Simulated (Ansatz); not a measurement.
Caution: the highest occupied level lies above zero, a sign of self-interaction error and of too few diffuse functions.

Species: CH$_{2}$Cl, SMILES `[CH2-]Cl` (charge -1, multiplicity 1).

### Question
Give a relaxed geometry from PBE0-D4/def2-TZVPD (Ansatz, a quantum-chemistry and plane-wave program).

### Answer
the end point of this relaxation (outside a Z-matrix the atoms follow the SMILES, hydrogens last).
Z-matrix (Å, degrees):
```
C
H 1 1.1078
H 1 1.1078 2 102.99
Cl 1 1.9119 2 99.45 3 102.08
```
